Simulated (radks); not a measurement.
Fractional charge and spin in the 6s shell of hafnium: the spin-up occupation runs from 0 to 1 and the spin-down occupation from 0 to 1; the fullest corner is Hf+, [Xe] 4f14 5d(up 0.5, down 0.5) 6s(up 1, down 1). All-electron calculation, scalar-relativistic Kohn-Sham, PBE, spin-polarised, spherical densities, finite nucleus; Fermi nuclear charge, rms radius of each element as measured or else 0.836 A^(1/3) + 0.57 fm. Program: a radial shooting solver on a logarithmic mesh with Libxc functionals. Energy (eV) above the fullest corner. The planes named below are the two flat planes that join the four corners, with an edge along up + down = one added electron.

down \ up       0    0.25     0.5    0.75       1
0          37.445  31.178  25.349  19.949  14.972
0.25       31.178  25.407  20.064  15.141  10.633
0.5        25.349  20.064  15.199  10.744   6.696
0.75       19.949  15.141  10.744   6.750   3.154
1          14.972  10.633   6.696   3.154   0.000

Corners above the fullest one (they belong to Hf2+ and the next ion): (up 1, down 0) 14.972 eV, (up 0, down 1) 14.972 eV, (up 0, down 0) 37.445 eV. With half an added electron in each spin the energy lies 0.227 eV from the planes, and with half an added electron in spin up alone -0.860 eV. The planes are only a guide here: the flat-plane condition holds for ground states with one frontier orbital, while this shell lies below other occupied shells, so the corners above the fullest one are inner-hole states and not the ground states of those ions.
